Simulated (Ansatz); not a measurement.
Isomers of CH7ClSi2, relaxed with PBE0-D4/def2-TZVP in Ansatz; electronic energies, one conformer each and not always the lowest. Functionals use def2-TZVPP; CBS adds triple-zeta CCSD(T) − MP2 to the MP2 limit of def2-TZVPP and def2-QZVPP.

(1) Order them by energy at frozen-core CCSD(T)/CBS, lowest first. (Estimate.)
A. `[SiH3]C[SiH2]Cl`
B. `C[SiH2][SiH2]Cl`
C. `[SiH3][SiH2]CCl`

(2) How do HF/CBS(def2), ωB97M-V, B3LYP-D4, PBE-D4 place them (kJ/mol, against `[SiH3]C[SiH2]Cl`)? (An estimate is asked.)

Results:

(1) A (0.0 kJ/mol), B (11.9 kJ/mol), C (180.7 kJ/mol).

(2) The calculation gave: 
```csv
isomer,HF/CBS(def2),ωB97M-V,B3LYP-D4,PBE-D4
`C[SiH2][SiH2]Cl`,17.4,15.3,7.0,-2.0
`[SiH3][SiH2]CCl`,191.1,185.4,174.0,160.7
```

B3LYP here is the variant with VWN-RPA as its local correlation; programs differ in this.
